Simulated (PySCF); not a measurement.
Species: selenoformaldehyde, CH2Se.
InChI=1S/CH2Se/c1-2/h1H2

Method used: PBE0-D3(BJ)/def2-SVP geometry optimisation, gas phase (PySCF).

Masses are those of the commonest isotopes; rigid-rotor values at the optimised geometry. 

(1) Give the principal moments of inertia and the rotational constants in MHz.

(2) Classify the top.

(3) Is it planar, by Δ = Ic − Ia − Ib?

(4) Give the coordinates in the principal-axis frame, origin at the centre of mass.

(5) List the rotational levels J(Ka,Kc) to J = 2 (MHz).

(6) Which types of transition are allowed, and where do some lines up to J = 4 fall?

## Answers

(1) Ia = 1.75, Ib = 40.33, Ic = 42.08 u·Å²; 505379 MHz·u·Å²/I gives A = 289260, B = 12531, C = 12011 MHz.

(2) A near-prolate asymmetric top; Ray's κ = -0.996.

(3) Planar: Δ = Ic − Ia − Ib = 0.00 u·Å². For a rigid frame Δ = −2 Σ m c², so it vanishes when all atoms lie in the ab plane; here none is more than 0.01 Å from it.

(4) The sense of each axis is arbitrary; atoms in the order of the calculation.
```tsv
atom	mass (u)	a (Å)	b (Å)	c (Å)
C1	12.000	-1.469	0.000	0.000
Se2	79.917	0.272	0.000	0.000
H3	1.008	-2.053	0.931	0.000
H4	1.008	-2.052	-0.931	0.000
```

(5) Above 0(0,0):
J = 1: 1(0,1) 24543, 1(1,1) 301271, 1(1,0) 301792
J = 2: 2(0,2) 73627, 2(1,2) 349836, 2(1,1) 351397, 2(2,1) 1181584, 2(2,0) 1181585

(6) The dipole components are |μa| = 1.44 D, |μb| = 0.00 D, |μc| = 0.00 D; the symmetry axis of this C2v structure is a, so μb and μc vanish by symmetry and there are no b-type or c-type lines. Some lines, for components of 0.1 D or more:

```json
{"type": "a", "branch": "Q", "J(Ka,Kc)": "4(1,3) ← 4(1,4)", "MHz": "5203", "lower level (cm⁻¹)": "17.339"}
{"type": "a", "branch": "R", "J(Ka,Kc)": "1(0,1) ← 0(0,0)", "MHz": "24543", "lower level (cm⁻¹)": "0.000"}
{"type": "a", "branch": "R", "J(Ka,Kc)": "2(0,2) ← 1(0,1)", "MHz": "49084", "lower level (cm⁻¹)": "0.819"}
{"type": "a", "branch": "R", "J(Ka,Kc)": "2(1,1) ← 1(1,0)", "MHz": "49605", "lower level (cm⁻¹)": "10.067"}
{"type": "a", "branch": "R", "J(Ka,Kc)": "3(1,3) ← 2(1,2)", "MHz": "72847", "lower level (cm⁻¹)": "11.669"}
{"type": "a", "branch": "R", "J(Ka,Kc)": "3(2,2) ← 2(2,1)", "MHz": "73628", "lower level (cm⁻¹)": "39.413"}
{"type": "a", "branch": "R", "J(Ka,Kc)": "4(1,4) ← 3(1,3)", "MHz": "97128", "lower level (cm⁻¹)": "14.099"}
{"type": "a", "branch": "R", "J(Ka,Kc)": "4(2,3) ← 3(2,2)", "MHz": "98170", "lower level (cm⁻¹)": "41.869"}
{"type": "a", "branch": "R", "J(Ka,Kc)": "4(3,2) ← 3(3,1)", "MHz": "98172", "lower level (cm⁻¹)": "88.066"}
{"type": "a", "branch": "R", "J(Ka,Kc)": "4(3,1) ← 3(3,0)", "MHz": "98172", "lower level (cm⁻¹)": "88.066"}
{"type": "a", "branch": "R", "J(Ka,Kc)": "4(1,3) ← 3(1,2)", "MHz": "99209", "lower level (cm⁻¹)": "14.203"}
```

No frequency check. These are rigid-rotor constants of the computed structure; measured ground-state constants (B0) also hold zero-point vibration.
